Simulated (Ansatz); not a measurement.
Single points on the cluster Nb6⁻.

```yaml
crystal:
  periodic: [false, false, false]
  atoms:
    - {symbol: Nb, position_ang: [0.644182, -0.303266, -1.394648]}
    - {symbol: Nb, position_ang: [-1.756067, -1.034580, -0.842965]}
    - {symbol: Nb, position_ang: [1.222375, 0.177837, 1.422880]}
    - {symbol: Nb, position_ang: [1.217863, 1.807857, -0.331723]}
    - {symbol: Nb, position_ang: [-1.145930, 1.025934, 0.298568]}
    - {symbol: Nb, position_ang: [-0.182423, -1.673782, 0.847888]}
basis:
  gaussian: {orbitals: def2-TZVPD, initial_orbitals: start.molden}
total_charge: -1
magnetization: {spin_polarized: true, initial_magnetization: 1}
correlation: {method: mp2}
scf: {omitted_lower_state_checks: [starts]}
output: {orbitals: {seedname: orbitals}}
```

The file start.molden holds the orbitals of an earlier run on this structure, at another level or in another basis.

```sh
$ ansatz run in.yaml --threads 4 --pin off --events-out ev --progress --plain --max-ram 4787MiB
```

Shortened log:

```
Functional definition: HF
2142 factors; integrals over basis functions are off by at most 4.9e-4 eV
mean field evaluation 1: about -9186.1384 eV, gradient 1.2e1 eV
mean field evaluation 2: about -9188.0594 eV, gradient 3.6e0 eV
mean field evaluation 4: about -9191.0792 eV, gradient 3.7e0 eV
mean field evaluation 8: about -9191.8665 eV, gradient 2.7e0 eV
mean field evaluation 16: about -9194.0204 eV, gradient 1.2e-1 eV
mean field -9194.02140708 eV, -337.8740547787 hartree, gradient 3.1e-6 eV, S^2 8.862038; 0 other end points of the search recorded, 0 dependent functions left out
reference -9194.02140708 eV, -337.8740547787 hartree; 40, 39 occupied and 200, 201 virtual orbitals, 2142 factors
second order -62.69159730 eV of doubles, -0.00000000 eV of singles
Total energy: -9256.71300438 eV, -340.1779284857 hartree
Checks for a lower state left out: starts
```

It took 49 s on 4 threads of Arm Neoverse V1 on a shared host, peak host memory 1.3 GiB.

The first input with `hamiltonian: {xc: pbe, dispersion: d4}`, `output: {forces: true, orbitals: {seedname: orbitals}}` and without the key `correlation` (abridged; 23 s):

```
Functional definition: PBE
mean field evaluation 16: about -9307.0486 eV, gradient 3.1e-6 eV
mean field -9307.04855798 eV, -342.0277259618 hartree, gradient 3.1e-6 eV, S^2 0.777119
Total energy: -9307.39134089 eV, -342.0403230011 hartree
Atom 0 force    -0.043070     0.011784     0.071968 eV/Å
Atom 1 force     0.051203     0.027825     0.028134 eV/Å
Atom 2 force    -0.030805     0.007414    -0.038530 eV/Å
Atom 3 force    -0.025969    -0.035486     0.005859 eV/Å
Atom 4 force     0.061457    -0.067966    -0.020628 eV/Å
Atom 5 force    -0.012816     0.056428    -0.046803 eV/Å
Dipole moment:     0.060724    -0.088810     0.134645 e Å
Checks for a lower state left out: starts
```

The first input with `gaussian: {orbitals: STO-3G}`, `hamiltonian: {xc: hf}` and without the key `correlation` (abridged; 3.4 min):

```
Functional definition: HF
mean field evaluation 16: about -606693.5148 eV, gradient 3.9e0 eV
mean field evaluation 32: about -606695.1659 eV, gradient 5.9e-2 eV
mean field -606695.16600164 eV, -22295.6361178068 hartree, gradient 9.2e-6 eV, S^2 7.545418
Total energy: -606695.16600164 eV, -22295.6361178068 hartree
Checks for a lower state left out: starts
```

First input, but with `hamiltonian: {xc: pbe0, dispersion: d4}` and without the key `correlation` (abridged; 2.2 min):

```
Functional definition: PBE0
mean field evaluation 16: about -9298.1144 eV, gradient 4.9e-6 eV
mean field -9298.11436578 eV, -341.6994004541 hartree, gradient 4.9e-6 eV, S^2 0.960328
Total energy: -9298.40898579 eV, -341.7102275399 hartree
Checks for a lower state left out: starts
```

As the first input, with `hamiltonian: {xc: pbe}`, `correlation: {method: rpa}` and without the key `output` (abridged; 39 s):

```
Functional definition: PBE
mean field -9307.04855194 eV, -342.0277257397 hartree, gradient 3.4e-6 eV, S^2 0.777119
Total energy: -9282.38101792 eV, -341.1212105846 hartree
Checks for a lower state left out: starts
```

First input, but with `hamiltonian: {xc: r2scan, dispersion: d4}` and without the key `correlation` (abridged; 2.3 min):

```
Functional definition: r2SCAN
mean field evaluation 16: about -9306.0049 eV, gradient 9.1e-6 eV
mean field -9306.00485297 eV, -341.9893705100 hartree, gradient 9.1e-6 eV, S^2 1.155799
Total energy: -9306.06041309 eV, -341.9914123068 hartree
Checks for a lower state left out: starts
```

As the first input, with `hamiltonian: {xc: {name: BHLYP}, dispersion: d4}` and without the key `correlation` (abridged; 2.8 min):

```
Functional definition: BHLYP
mean field evaluation 16: about -9277.6812 eV, gradient 6.2e-6 eV
mean field -9277.68117053 eV, -340.9484943790 hartree, gradient 6.2e-6 eV, S^2 1.717150
Total energy: -9278.47968312 eV, -340.9778391754 hartree
Checks for a lower state left out: starts
```

Geometry: PBE-D4/def2-SVPD.

In the def2 sets Nb takes a core potential, while STO-3G treats all electrons; there is no spin–orbit coupling. Correlated methods freeze no core orbitals; core or outer-core shells of Nb are correlated, in sets that lack core-valence functions. At MP2/def2-TZVPD, HF/STO-3G, PBE0-D4/def2-TZVPD, r2SCAN-D4/def2-TZVPD and others the charge -1 doublet is spin-contaminated (final ⟨S²⟩ up to 8.86, 0.75 for a pure state). At PBE-D4/def2-TZVPD, HF/STO-3G, r2SCAN-D4/def2-TZVPD the highest occupied level of the charge -1 doublet lies above zero (up to 3.84 eV). In Hartree–Fock with STO-3G the lack of diffuse functions raises the level. It is a level of β spin, whose loss leaves a triplet; that state wasn't run at this geometry and level. The electron is either unbound and held by the finite basis, or the level is raised by self-interaction error. No other spin state of charge -1 was run. Another isomer (doublet) lies 0.10 eV lower at PBE0-D4/def2-TZVPD; other spin states weren't run for this one.
